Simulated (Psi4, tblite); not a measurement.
Two rigid molecules brought together: C2H6O ··· C3H6 (SMILES COC and C1CC1). Monomers: optimised at B3LYP-D3(BJ) (def2-TZVP), held rigid. Orientation: lowest of the rigid-body minima from ten starts at GFN2-xTB. Only R, the distance of the centres of mass, is varied, so the lowest point isn't the relaxed dimer.

Computed with: GFN2-xTB (tblite); SAPT0/jun-cc-pVDZ, frozen core (Psi4).

Interaction energies in kJ/mol:

| R / Å | GFN2-xTB |
|---|---|
| 3.31 | 10.38 |
| 3.51 | -2.00 |
| 3.71 | -6.41 |
| 3.91 | -7.35 |
| 4.08 | -6.99 |
| 4.28 | -6.10 |
| 4.60 | -4.55 |
| 4.89 | -3.38 |
| 5.37 | -2.00 |
| 6.10 | -0.89 |
| 7.08 | -0.33 |
| 8.39 | -0.11 |

**Question.** What does SAPT0/jun-cc-pVDZ give at the same points?

**Answer.** 3.31: 13.77; 3.51: 0.95; 3.71: -4.21; 3.91: -5.68; 4.08: -5.61; 4.28: -4.95; 4.60: -3.67; 4.89: -2.68; 5.37: -1.57; 6.10: -0.73; 7.08: -0.30; 8.39: -0.11 (kJ/mol).
